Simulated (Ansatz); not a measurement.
Steps of a relaxation of CH₈BClSi₂ (`C[SiH](Cl)B[SiH3]`) with RKS PBE-D4/def2-SVP.

```sh
$ ansatz run in.yaml --threads 4 --pin off --events-out ev --progress --plain --max-ram 10444MiB
```

```yaml
crystal:
  periodic: [false, false, false]
  atoms:
    - {symbol: C, position_ang: [-1.788800, 0.227800, 0.605300]}
    - {symbol: Si, position_ang: [-0.098900, 0.501900, 1.221400]}
    - {symbol: Cl, position_ang: [0.427600, -1.156400, 2.353800]}
    - {symbol: B, position_ang: [1.186000, 0.709600, -0.287500]}
    - {symbol: Si, position_ang: [1.393800, -0.849600, -1.444800]}
    - {symbol: H, position_ang: [-1.886000, -0.626200, -0.033700]}
    - {symbol: H, position_ang: [-2.104400, 1.155000, -0.010500]}
    - {symbol: H, position_ang: [-2.491000, 0.186500, 1.447300]}
    - {symbol: H, position_ang: [-0.028300, 1.731200, 2.097800]}
    - {symbol: H, position_ang: [1.070700, 1.742100, -0.814400]}
    - {symbol: H, position_ang: [0.156700, -1.100100, -2.177000]}
    - {symbol: H, position_ang: [1.723700, -2.007800, -0.581300]}
    - {symbol: H, position_ang: [2.459300, -0.548600, -2.361500]}
basis:
  gaussian: {orbitals: def2-SVP}
hamiltonian: {xc: pbe, dispersion: d4}
relax: {f_tol: 0.03, max_steps: 200}
```

Positions (Å) and forces (eV/Å) along the path, 11 of 25 steps:

```xyz
13
step=1 energy=-30094.9664 eV
C    -1.789    0.228    0.605   -1.215    2.312   -0.885
Si   -0.099    0.502    1.221    1.677    0.743    0.795
Cl    0.428   -1.156    2.354    0.125   -0.448    0.443
B     1.186    0.710   -0.287   -1.873   -0.701    0.166
Si    1.394   -0.850   -1.445    0.849   -0.226    1.017
H    -1.886   -0.626   -0.034   -0.141   -1.092   -0.638
H    -2.104    1.155   -0.011    0.314   -0.998    0.596
H    -2.491    0.186    1.447   -0.221   -0.212    0.295
H    -0.028    1.731    2.098   -0.230   -0.134    0.188
H     1.071    1.742   -0.814    0.501    1.438   -0.462
H     0.157   -1.100   -2.177   -0.865   -0.030   -0.387
H     1.724   -2.008   -0.581    0.087   -0.561   -0.019
H     2.459   -0.549   -2.361    0.992   -0.091   -1.109
13
step=2 energy=-30095.5347 eV
C    -1.801    0.261    0.608   -0.832    0.759   -0.274
Si   -0.099    0.525    1.289    0.693    0.154    0.056
Cl    0.433   -1.168    2.416    0.024    0.050    0.045
B     1.006    0.717   -0.361    0.028    0.410   -0.017
Si    1.457   -0.876   -1.459    0.057    0.104    0.430
H    -1.879   -0.627   -0.031    0.012   -0.320   -0.113
H    -2.111    1.153   -0.004    0.118   -0.341    0.239
H    -2.512    0.182    1.451   -0.179   -0.117    0.046
H    -0.068    1.740    2.176   -0.046   -0.097    0.164
H     1.154    1.847   -0.825   -0.016   -0.214    0.078
H     0.166   -1.101   -2.179   -0.278   -0.124   -0.229
H     1.752   -2.077   -0.618    0.065   -0.182   -0.039
H     2.524   -0.610   -2.446    0.354   -0.082   -0.387
13
step=4 energy=-30095.6181 eV
C    -1.899    0.311    0.653   -0.041   -0.022    0.030
Si   -0.118    0.549    1.262   -0.079    0.006    0.007
Cl    0.444   -1.144    2.380   -0.004    0.003   -0.030
B     1.019    0.727   -0.384    0.019    0.043   -0.047
Si    1.537   -0.882   -1.468    0.013   -0.020   -0.007
H    -1.976   -0.578   -0.006    0.010    0.014    0.020
H    -2.242    1.200    0.085    0.011    0.014   -0.002
H    -2.579    0.168    1.519    0.037   -0.006   -0.016
H    -0.072    1.715    2.214    0.033   -0.011   -0.002
H     1.195    1.843   -0.848    0.000   -0.049    0.011
H     0.248   -1.150   -2.228    0.019   -0.001    0.005
H     1.843   -2.120   -0.668   -0.001    0.020    0.003
H     2.620   -0.673   -2.496   -0.017    0.009    0.028
13
step=8 energy=-30095.6294 eV
C    -2.000    0.400    0.734   -0.040   -0.002   -0.036
Si   -0.163    0.506    1.186    0.047    0.044    0.050
Cl    0.367   -1.271    2.192   -0.036    0.033   -0.035
B     0.941    0.705   -0.487    0.033   -0.040    0.010
Si    1.645   -0.905   -1.468   -0.054   -0.007   -0.010
H    -2.179   -0.429    0.018   -0.001    0.056    0.057
H    -2.360    1.349    0.280    0.052   -0.061    0.031
H    -2.588    0.204    1.655    0.003   -0.006   -0.039
H     0.053    1.620    2.184   -0.016   -0.038   -0.048
H     1.070    1.815   -0.977   -0.038   -0.026    0.006
H     0.442   -1.337   -2.297    0.068    0.018    0.047
H     2.018   -2.060   -0.577   -0.008    0.029   -0.028
H     2.774   -0.632   -2.428   -0.008   -0.001   -0.006
13
step=10 energy=-30095.6327 eV
C    -2.027    0.458    0.770   -0.029    0.031   -0.062
Si   -0.173    0.466    1.179   -0.101   -0.035    0.008
Cl    0.266   -1.361    2.138   -0.002    0.076   -0.034
B     0.878    0.660   -0.526    0.159    0.065   -0.016
Si    1.720   -0.911   -1.469   -0.139   -0.012   -0.011
H    -2.268   -0.341    0.035    0.034    0.101    0.109
H    -2.344    1.438    0.348    0.049   -0.101    0.036
H    -2.607    0.272    1.698    0.018   -0.010   -0.047
H     0.121    1.561    2.183    0.000   -0.074   -0.069
H     0.903    1.768   -1.052   -0.042   -0.146    0.040
H     0.551   -1.447   -2.290    0.101    0.029    0.062
H     2.175   -2.026   -0.560   -0.017    0.076   -0.044
H     2.824   -0.571   -2.439   -0.032   -0.001    0.029
13
step=12 energy=-30095.6387 eV
C    -2.026    0.475    0.764   -0.007   -0.001    0.018
Si   -0.178    0.438    1.173    0.010    0.026    0.010
Cl    0.237   -1.407    2.100   -0.004    0.015   -0.021
B     0.884    0.663   -0.521    0.015   -0.008   -0.001
Si    1.727   -0.898   -1.462   -0.018    0.017    0.001
H    -2.284   -0.348    0.069   -0.018   -0.002   -0.014
H    -2.308    1.440    0.296    0.005   -0.003    0.006
H    -2.613    0.344    1.696   -0.010   -0.005   -0.009
H     0.134    1.502    2.196    0.013   -0.001   -0.017
H     0.872    1.762   -1.054   -0.008   -0.039    0.031
H     0.549   -1.481   -2.223    0.011   -0.004    0.004
H     2.242   -1.974   -0.545    0.008    0.008   -0.002
H     2.787   -0.551   -2.474    0.003   -0.004   -0.007
13
step=15 energy=-30095.6419 eV
C    -2.046    0.505    0.776    0.016    0.014    0.006
Si   -0.193    0.417    1.161   -0.017   -0.045   -0.013
Cl    0.188   -1.449    2.058   -0.002   -0.002    0.001
B     0.865    0.639   -0.533   -0.009    0.018    0.010
Si    1.757   -0.898   -1.461    0.012   -0.048   -0.008
H    -2.334   -0.283    0.051    0.010    0.012    0.002
H    -2.304    1.495    0.347   -0.009   -0.003    0.001
H    -2.633    0.354    1.704    0.007    0.001    0.005
H     0.175    1.463    2.183   -0.011    0.009    0.003
H     0.823    1.738   -1.059    0.005    0.009   -0.015
H     0.593   -1.570   -2.171    0.029    0.009    0.017
H     2.358   -1.916   -0.527   -0.015    0.030   -0.023
H     2.771   -0.530   -2.514   -0.016   -0.005    0.013
13
step=16 energy=-30095.6425 eV
C    -2.064    0.538    0.788    0.024    0.005   -0.022
Si   -0.208    0.387    1.144   -0.030   -0.037   -0.012
Cl    0.134   -1.507    2.001   -0.007    0.022   -0.004
B     0.846    0.624   -0.549   -0.023    0.015    0.005
Si    1.788   -0.895   -1.459    0.010   -0.150   -0.012
H    -2.385   -0.222    0.047    0.024    0.037    0.025
H    -2.296    1.547    0.387   -0.001   -0.029    0.010
H    -2.646    0.382    1.719    0.010    0.001    0.012
H     0.209    1.410    2.174   -0.021   -0.015    0.004
H     0.777    1.722   -1.074    0.012    0.016   -0.021
H     0.640   -1.665   -2.107    0.105    0.063    0.058
H     2.476   -1.844   -0.501   -0.066    0.092   -0.088
H     2.751   -0.512   -2.556   -0.038   -0.019    0.044
13
step=22 energy=-30095.6476 eV
C    -2.099    0.598    0.824    0.006   -0.003    0.003
Si   -0.242    0.340    1.083   -0.004    0.008   -0.007
Cl    0.039   -1.611    1.828   -0.005    0.014   -0.004
B     0.805    0.617   -0.611   -0.017   -0.018   -0.014
Si    1.833   -0.897   -1.444    0.006   -0.017    0.005
H    -2.487   -0.084    0.041    0.005    0.005    0.007
H    -2.303    1.644    0.517    0.008   -0.009    0.002
H    -2.642    0.390    1.768   -0.002    0.002   -0.004
H     0.258    1.286    2.149   -0.003   -0.007    0.004
H     0.724    1.709   -1.148    0.002    0.001    0.010
H     0.768   -1.838   -1.974    0.021    0.018    0.012
H     2.634   -1.663   -0.422   -0.014    0.013   -0.019
H     2.732   -0.527   -2.595   -0.005   -0.007    0.004
13
step=24 energy=-30095.6482 eV
C    -2.111    0.622    0.838    0.019   -0.014    0.004
Si   -0.257    0.317    1.063   -0.017    0.004    0.005
Cl   -0.009   -1.652    1.772   -0.001    0.014   -0.008
B     0.784    0.605   -0.632    0.003   -0.011    0.002
Si    1.852   -0.894   -1.442    0.001   -0.035    0.003
H    -2.527   -0.041    0.054    0.000    0.001   -0.005
H    -2.291    1.676    0.545    0.000    0.007   -0.004
H    -2.647    0.418    1.786   -0.002    0.000    0.009
H     0.281    1.232    2.138   -0.001   -0.005   -0.004
H     0.697    1.698   -1.165   -0.002    0.002    0.003
H     0.825   -1.900   -1.924    0.027    0.024    0.012
H     2.698   -1.588   -0.403   -0.021    0.017   -0.024
H     2.724   -0.526   -2.614   -0.005   -0.005    0.007
13
step=25 energy=-30095.6483 eV
C    -2.115    0.628    0.843    0.012   -0.005   -0.003
Si   -0.262    0.310    1.057   -0.012    0.000    0.006
Cl   -0.022   -1.662    1.757   -0.001    0.004   -0.004
B     0.779    0.601   -0.638    0.004   -0.002    0.001
Si    1.857   -0.894   -1.443   -0.005   -0.019    0.007
H    -2.539   -0.031    0.059    0.002    0.006    0.005
H    -2.288    1.684    0.551   -0.001   -0.004    0.000
H    -2.648    0.427    1.793    0.001    0.000    0.000
H     0.288    1.217    2.134   -0.003   -0.001   -0.005
H     0.690    1.695   -1.168   -0.001    0.002   -0.001
H     0.843   -1.917   -1.913    0.016    0.013    0.006
H     2.713   -1.567   -0.399   -0.011    0.008   -0.013
H     2.724   -0.526   -2.619   -0.001   -0.001    0.001
```

Hardware: 4 threads of an Arm Neoverse V1 on a shared host. Wall time 39 s, peak host memory 0.18 GiB.
